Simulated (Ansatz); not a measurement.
Basis-set extrapolation for C₃H₈OSi, SMILES `CC1C[SiH2]O1` (PBE0-D4/def2-TZVP geometry, frozen core, Ansatz). Multiplicity 1, RHF reference.

```json
{"": "HF", "def2-TZVPP": "-482.162709", "def2-QZVPP": "-482.181084"}
{"": "MP2 correlation", "def2-TZVPP": "-0.871681", "def2-QZVPP": "-0.932022"}
{"": "CCSD(T) correlation", "def2-TZVPP": "-0.953564", "def2-QZVPP": "not run"}
```

Energies in hartree. Use E(X) = E(∞) + A·exp(−7.88·√X) for Hartree–Fock and E(X) = E(∞) + B·X^(−2.97) for correlation, with X = 3 and 4, and add CCSD(T) minus MP2 of the smaller set to the MP2 limit.

Task: What is the CCSD(T) energy at the basis-set limit?

Result: HF limit: -482.181084 + (-0.018375) × 0.13774 = -482.18361. MP2 limit: -0.932022 + (-0.060341) × 0.74074 = -0.97672. Higher-order term: -0.953564 − (-0.871681) = -0.08188. Total: -483.24221 hartree, 3.43 eV below CCSD(T)/def2-TZVPP.
